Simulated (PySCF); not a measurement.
Job file and geometry (Å, from GFN2-xTB) of a spin–spin coupling run on `Cc1ncn[n]1[GeH3]`, C3H7GeN3, B3LYP/pcJ-1 Ge:pcSseg-1 indirect spin-spin coupling, non-relativistic, gas phase in PySCF 2.14.0, density-fitted response routines; density fitting, a coarse starting grid and PySCF grid level 2 are the driver's defaults:

```
$ OMP_NUM_THREADS=1 python probes_run.py task.json out

{"job": {"kind": "j", "xc": "B3LYP", "basis": "pcJ-1"}, "charge": 0, "multiplicity": 1}
C     -0.372993     1.847936     0.219071
C     -0.757905     0.418920     0.241359
N     -1.927814    -0.080147     0.563131
C     -1.758668    -1.410626     0.423295
N     -0.558651    -1.752263     0.035197
N      0.098998    -0.573282    -0.087766
Ge     1.861145    -0.719555    -0.584989
H     -0.107580     2.148337    -0.795277
H     -1.207466     2.449811     0.565740
H      0.490887     2.013581     0.863766
H     -2.538079    -2.121071     0.611752
H      2.120997     0.372032    -1.574127
H      1.966601    -2.085670    -1.145642
H      2.689853    -0.508476     0.642325
```

Task: Write the output of this run.

Result: 
```
coarse grid: 55624 points
cycle   1  E = -2359.5277720577  dE =  5.300e-01  |g| = 1.012e+00  |ddm| = 3.454e+00
cycle   2  E = -2359.4407351975  dE =  8.704e-02  |g| = 1.182e+00  |ddm| = 1.293e+00
cycle   3  E = -2359.6056804597  dE = -1.649e-01  |g| = 2.763e-01  |ddm| = 9.029e-01
cycle   4  E = -2359.6197621587  dE = -1.408e-02  |g| = 1.033e-01  |ddm| = 2.404e-01
cycle   5  E = -2359.6215320459  dE = -1.770e-03  |g| = 2.942e-02  |ddm| = 7.672e-02
cycle   6  E = -2359.6216994176  dE = -1.674e-04  |g| = 8.429e-03  |ddm| = 2.447e-02
cycle   7  E = -2359.6217132245  dE = -1.381e-05  |g| = 2.624e-03  |ddm| = 7.528e-03
cycle   8  E = -2359.6217145934  dE = -1.369e-06  |g| = 6.792e-04  |ddm| = 2.273e-03
final grid: 117248 points
cycle   9  E = -2359.6217218825  dE =  1.185e-07  |g| = 1.141e-03  |ddm| = 1.907e-03
cycle  10  E = -2359.6217212550  dE =  6.276e-07  |g| = 2.099e-03  |ddm| = 2.173e-03
cycle  11  E = -2359.6217221378  dE = -8.828e-07  |g| = 1.573e-04  |ddm| = 1.441e-03
cycle  12  E = -2359.6217221429  dE = -5.121e-09  |g| = 2.795e-05  |ddm| = 1.205e-04
cycle  13  E = -2359.6217221430  dE = -1.437e-10  |g| = 1.057e-05  |ddm| = 2.368e-05
converged SCF energy = -2359.6217221430

Indirect spin-spin couplings (Hz)
  i      j    bonds     total        FC       PSO       DSO        SD
  0 C    1 C    1     61.210    62.143    -1.241     0.308         -
  0 C    2 N    2     -9.434    -9.631     0.222     0.006    -0.031
  0 C    3 C    3      6.172     6.235     0.030    -0.093         -
  0 C    4 N    3      0.705     0.632     0.069     0.039    -0.036
  0 C    5 N    2     -5.410    -5.601     0.227    -0.028    -0.009
  0 C    7 H    1    131.659   129.686     1.184     0.788         -
  0 C    8 H    1    141.192   139.532     0.929     0.731         -
  0 C    9 H    1    131.226   129.221     1.207     0.798         -
  0 C   10 H    4     -0.243    -0.230     0.391    -0.404         -
  0 C   11 H    4      0.597     0.467    -0.099     0.229         -
  1 C    2 N    1     -0.952    -5.541     5.637    -0.127    -0.921
  1 C    3 C    2     -0.068     0.052    -0.164     0.043         -
  1 C    4 N    2     -0.017    -0.393     1.295    -0.007    -0.912
  1 C    5 N    1     -5.170    -8.964     4.526    -0.192    -0.540
  1 C    7 H    2     -7.433    -7.534    -0.080     0.181         -
  1 C    8 H    2     -6.518    -6.414    -0.244     0.140         -
  1 C    9 H    2     -7.063    -7.138    -0.109     0.184         -
  1 C   10 H    3      9.080     9.269     0.415    -0.604         -
  1 C   11 H    3     -0.446    -0.310    -0.119    -0.018         -
  1 C   12 H    3      1.924     2.277     0.278    -0.631         -
  1 C   13 H    3      0.084     0.265     0.012    -0.194         -
  2 N    3 C    1      3.969    -0.134     4.606    -0.111    -0.393
  2 N    4 N    2     -1.154    -0.257    -0.703    -0.008    -0.186
  2 N    5 N    2     -1.418    -1.058    -0.441     0.006     0.074
  2 N    7 H    3     -1.880    -1.945    -0.045     0.114    -0.004
  2 N    8 H    3     -1.651    -1.856     0.261    -0.072     0.017
  2 N    9 H    3     -2.210    -2.282    -0.055     0.125     0.002
  2 N   10 H    2    -14.080   -14.730     0.532     0.143    -0.026
  3 C    4 N    1      1.543    -3.849     6.808    -0.114    -1.302
  3 C    5 N    2     -0.957    -0.588     0.243    -0.030    -0.582
  3 C    7 H    4     -1.183    -1.103     0.252    -0.332         -
  3 C    8 H    4     -0.523    -0.503     0.294    -0.313         -
  3 C    9 H    4     -0.952    -0.866     0.252    -0.338         -
  3 C   10 H    1    214.310   213.492    -0.329     1.147         -
  3 C   11 H    4      1.123     1.344     0.257    -0.478         -
  3 C   13 H    4      0.332     0.497     0.221    -0.385         -
  4 N    5 N    1    -14.132   -11.686    -2.458     0.069    -0.057
  4 N    7 H    4     -0.496    -0.545    -0.071     0.129    -0.009
  4 N    8 H    4      0.284     0.174    -0.085     0.160     0.035
  4 N    9 H    4     -0.370    -0.426    -0.065     0.130    -0.009
  4 N   10 H    2    -17.719   -18.673     0.817     0.138    -0.001
  4 N   11 H    3     -4.273    -4.512    -0.035     0.285    -0.011
  4 N   12 H    3     -2.559    -2.560     0.168    -0.162    -0.004
  4 N   13 H    3     -0.668    -0.833    -0.001     0.165     0.002
  5 N    7 H    3     -0.634    -0.630     0.103    -0.103    -0.005
  5 N    8 H    3     -4.622    -4.584    -0.130     0.109    -0.016
  5 N    9 H    3     -0.735    -0.732     0.114    -0.117    -0.000
  5 N   10 H    3     -5.159    -5.173    -0.132     0.204    -0.058
  5 N   11 H    2     -6.515    -6.716     0.046     0.155    -0.001
  5 N   12 H    2     -2.536    -2.712     0.042     0.140    -0.006
  5 N   13 H    2     -4.676    -4.877     0.028     0.168     0.005
  7 H    8 H    2    -14.723   -14.986     2.705    -2.441         -
  7 H    9 H    2    -16.831   -17.287     2.596    -2.140         -
  7 H   10 H    5      0.456     0.517     1.362    -1.423         -
  7 H   11 H    5      0.972    -0.083    -1.259     2.314         -
  7 H   12 H    5     -1.157     0.307     0.628    -2.092         -
  7 H   13 H    5     -0.214     0.315     0.286    -0.815         -
  8 H    9 H    2    -14.125   -14.401     2.719    -2.444         -
  8 H   10 H    5      0.583     0.607     1.156    -1.180         -
  8 H   11 H    5      0.658     0.468     0.809    -0.620         -
  8 H   12 H    5     -0.598     0.303     1.108    -2.010         -
  9 H   10 H    5      0.481     0.545     1.383    -1.447         -
  9 H   11 H    5      1.134     0.722    -0.489     0.901         -
  9 H   12 H    5     -1.755     0.080     0.824    -2.659         -
  9 H   13 H    5      0.509     0.046    -0.847     1.310         -
 10 H   11 H    5     -0.323     0.286     1.108    -1.717         -
 10 H   13 H    5     -0.535    -0.112     0.973    -1.396         -
 11 H   12 H    2     13.501    17.893     1.348    -5.740         -
 11 H   13 H    2     15.793    19.489     1.156    -4.852         -
 12 H   13 H    2     15.775    20.080     1.340    -5.644         -
```

Size and cost of the density-fitted run: 273 basis functions, about 3 core-minutes.
